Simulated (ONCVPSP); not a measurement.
## Before and after: ONCV potential for gallium (Ga)

| Quantity | Value |
| --- | --- |
| Element | Ga (Z = 31) |
| Generator | ONCVPSP 4.0.1 |
| Type | optimised norm-conserving Vanderbilt (ONCV) |
| Functional | PBE |
| Relativity | fully relativistic |
| Frozen core | [Ne] |
| Valence charge | 21 |
| Reference configuration | 3s2 3p6 3d10 4s1.75 4p1.25 |
| Partial waves | 3s+4s: rc 1.15 bohr, ncon 4, nbas 8, qcut 10.4 1/bohr, 2 projectors; 3p+4p: rc 1.40 bohr, ncon 4, nbas 7, qcut 7.6 1/bohr, 2 projectors; 3d: rc 1.45 bohr, ncon 3, nbas 7, qcut 10.4 1/bohr, 2 projectors, debl 1.9 Ha; f scattering state at 0.43 Ha: rc 1.15 bohr, ncon 4, nbas 7, qcut 9.1 1/bohr, local |
| Local potential | the f channel |
| Core correction | Teter function, fcfact 5.75, rcfact 1.35 |

Open shells are filled in proportion to 2j + 1.

All-electron outer shells of the reference configuration (PBE, scalar-relativistic, ld1.x):

| shell | level (eV) | outermost node (bohr) | outermost maximum (bohr) |
| --- | --- | --- | --- |
| 2s | -1262.81 | 0.07 | 0.18 |
| 2p | -1099.32 | – | 0.15 |
| 3s | -148.63 | 0.27 | 0.56 |
| 3p | -99.37 | 0.24 | 0.56 |
| 3d | -19.65 | – | 0.53 |
| 4s | -9.24 | 0.81 | 1.90 |
| 4p | -2.78 | 0.87 | 2.53 |

Change: d: rc 1.15, qcut 13.1, nproj 0; f: nproj 1; local potential the d channel.

Cutoffs: the cutoffs (Ha) at which the residual kinetic energy of the hardest occupied pseudo-wave falls to 1 and 0.1 mHa per electron; they do not see the model core or the augmentation charge, which bear on the density cutoff. Errors are all-electron minus pseudo energies relative to the spin-unpolarised reference configuration.

Q: What does the change do?

A: The potential gets harder (57 Ha and 79 Ha → 70 Ha and 79 Ha); a bound ghost appears in s, which as a rule spoils a file; the miss of the reference levels goes from 0.00 to 0.28 eV; the number of tests with a reliable result goes from 4 to 2; the range in which the s phases agree narrows (upper end at the end of the scan → 1.6); the range in which the p3/2 phases agree widens (upper end 3.2 → at the end of the scan). In the separable form a ghost depends on how the local part lies against the semilocal potential of the channel, so the choice of the local part can create or remove one. In the changed file the local d channel has no projectors, so it cannot carry the spin–orbit splitting, and the file is wrong for that shell.

| quantity | base | changed |
| --- | --- | --- |
| cutoff, loose | 57 Ha | 70 Ha |
| cutoff, tight | 79 Ha | 79 Ha |
| loose cutoff by channel | s 36 Ha, p 57 Ha, d 45 Ha | s 36 Ha, p 57 Ha, d 70 Ha |
| bound ghosts | none | s |
| GHOST(+) flags under 300 eV | none | none |
| largest miss of a reference level, eV | 0.00 | 0.28 |
| tests with a reliable result | 4 of 4 | 2 of 4 |
| error for 3s2 3p6 3d10 4s1 4p0, meV [ΔE 25.22 eV] | +0.3 | -642 |
| error for 3s2 3p6 3d10 4s1 4p2, meV [ΔE 4.93 eV] | -0.5 | -642 |
| s: phases at 1.17 bohr within 0.05 rad from the reference energy up to (Ha; the scan ends near 5) | to the end of the scan | 1.6 |
| p3/2: phases at 1.42 bohr within 0.05 rad from the reference energy up to (Ha; the scan ends near 5) | 3.2 | to the end of the scan |
| p1/2: phases at 1.42 bohr within 0.05 rad from the reference energy up to (Ha; the scan ends near 5) | 4.8 | to the end of the scan |
| f7/2: phases at 1.17 bohr within 0.05 rad from the reference energy up to (Ha; the scan ends near 5) | to the end of the scan | to the end of the scan |
| f5/2: phases at 1.17 bohr within 0.05 rad from the reference energy up to (Ha; the scan ends near 5) | to the end of the scan | to the end of the scan |
| rms error of d²Exc/dni dnj with the model core, mHa | 4.85 | 4.98 |

 A true bound ghost makes a file unfit for plane-wave use even where its test errors are small: the radial tests pick states by their node count and pass the ghost by.
